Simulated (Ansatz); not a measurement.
Several settings on one geometry of the cluster BeCl3⁻ (that of the charge -1 singlet, PBE0-D4/def2-TZVPD). Ansatz on 4 threads of Arm Neoverse V1 on a shared host; times are rough.

```xyz
4

Be    0.000   -0.001    0.000
Cl    1.819   -0.083   -0.641
Cl   -0.407    0.951    1.630
Cl   -1.412   -0.868   -0.989
```

Totals from different functionals, basis sets or treatments of relativity can't be compared as stabilities.

A multiply charged anion in the gas phase is held together partly by the finite basis.

The spins typed aren't always the lowest for that charge.

Task: Give the basis size and estimate the energy, ⟨S²⟩ and time of these runs.

```json
{"run": "1", "method": "RKS SVWN5/6-31G", "charge": "-1", "state": "singlet", "further keys": "final_grid: {core_spheres: 5, valence_spheres: 4, degree: 11}; pseudopotentials: {relativity: none}; scf: {omitted_lower_state_checks: [starts]}; forces asked"}
{"run": "2", "method": "ROKS BHLYP-D4/cc-pVDZ", "charge": "-2", "state": "doublet", "further keys": "point_charges: [{charge: -1.00, position_ang: [5.706, 0.429, 0.128]}]; scf: {lower_state_search: light}"}
{"run": "3", "method": "RKS ωB97X/aug-pcseg-2", "charge": "-1", "state": "singlet", "further keys": "scf: {omitted_lower_state_checks: [starts]}"}
```

Result: 
```
run  functions  energy (Eh)  ⟨S²⟩  wall time
  1         48   -1390.9012     –      0.3 s
  2         68   -1395.2177     –      3.8 s
  3        174   -1395.7187     –      5.5 s
```

The highest occupied level of an anion often lies above zero with these methods, and sets without diffuse functions describe the outer electron poorly.
